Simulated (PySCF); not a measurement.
Ga(Br)2(OH) (Br2GaHO), SMILES [OH][Ga]([Br])[Br].

The structure is a stationary point at PBE0-D3(BJ)/def2-SVP. The structure was generated by enumeration; whether it is a known compound was not checked. The values are those of a single conformer.

These are M06-2X/def2-TZVP run with PySCF values and carry that method's errors.

Symmetry labels are those of the subgroup Cs that the program uses (full group Cs).

**Question.** List the valence orbital energies around the gap with their symmetry. (Estimate from the structure and the level; the computed values follow.)

**Answer.** 
```csv
orbital,symmetry,energy (eV)
HOMO−7,A',-13.65
HOMO−6,A',-12.04
HOMO−5,A",-11.66
HOMO−4,A',-11.23
HOMO−3,A",-10.45
HOMO−2,A',-10.28
HOMO−1,A",-10.13
HOMO,A',-9.95
LUMO,A',-0.89
LUMO+1,A",-0.59
LUMO+2,A',1.51
LUMO+3,A',2.54
```
